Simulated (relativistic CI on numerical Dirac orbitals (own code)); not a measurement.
**Fe5+: K-beta X-ray emission**

Computed with this model: Dirac-Coulomb-Breit CI, separate exchange-only KLI orbitals for each configuration, QED by a radiative potential, valence Slater integrals scaled by 0.8, multiplet model of X-ray emission after core ionisation; configurations [Ar] 3d3 → 1s 2s2 2p6 3s2 3p6 3d3 → [Ne] 3s2 3p5 3d3; 80 K; Lorentzian 1.6 eV and Gaussian 1 eV FWHM. Energies are those of the free ion, without screening or charge transfer. S is read from ⟨S²⟩ = S(S + 1).

Field parameters in Wybourne normalisation: Oh B⁴₀ = 21Dq, B⁴₄ = √(5/14) B⁴₀; Td as Oh with Dq negative (B⁴₀ = 21Dq, B⁴₄ = √(5/14) B⁴₀). The field is a parameter set, without covalency.

free ion: ground-state S = 1.50, centroid 7065.75 eV. Peaks (eV, height): 7046.2 (12), 7050.0 (17), 7056.8 (8), 7064.0 (33), 7068.0 (94), 7069.8 (100).

Td, 10Dq = -10800 cm⁻¹: ground-state S = 1.50, centroid 7066.17 eV. Peaks (eV, height): 7045.4 (7), 7049.2 (14), 7055.8 (6), 7063.6 (27), 7069.6 (100).

Oh, 10Dq = 44100 cm⁻¹: ground-state S = 1.50, centroid 7064.85 eV. Peaks (eV, height): 7044.4 (7), 7048.0 (10), 7060.8 (25), 7069.4 (100).

Oh, 10Dq = 18950 cm⁻¹: ground-state S = 1.50, centroid 7064.85 eV. Peaks (eV, height): 7047.6 (19), 7053.2 (9), 7062.2 (27), 7069.6 (100).

Oh, 10Dq = 27100 cm⁻¹: ground-state S = 1.50, centroid 7064.85 eV. Peaks (eV, height): 7046.6 (15), 7051.4 (8), 7061.6 (24), 7069.4 (100).

Strongest unbroadened transitions for Oh, 10Dq = 44100 cm⁻¹:

| Energy (eV) | Relative strength |
| --- | --- |
| 7044.47 | 3.3 |
| 7047.69 | 4.5 |
| 7048.01 | 4.1 |
| 7058.30 | 3.0 |
| 7058.46 | 3.3 |
| 7060.58 | 3.7 |
| 7060.64 | 6.8 |
| 7060.93 | 2.6 |
| 7061.03 | 2.2 |
| 7061.24 | 8.7 |
| 7061.39 | 3.7 |
| 7066.63 | 9.7 |
| 7066.66 | 6.2 |
| 7066.98 | 10.3 |
| 7067.21 | 3.9 |
| 7068.51 | 39.7 |
| 7069.06 | 68.0 |
| 7069.73 | 100.0 |
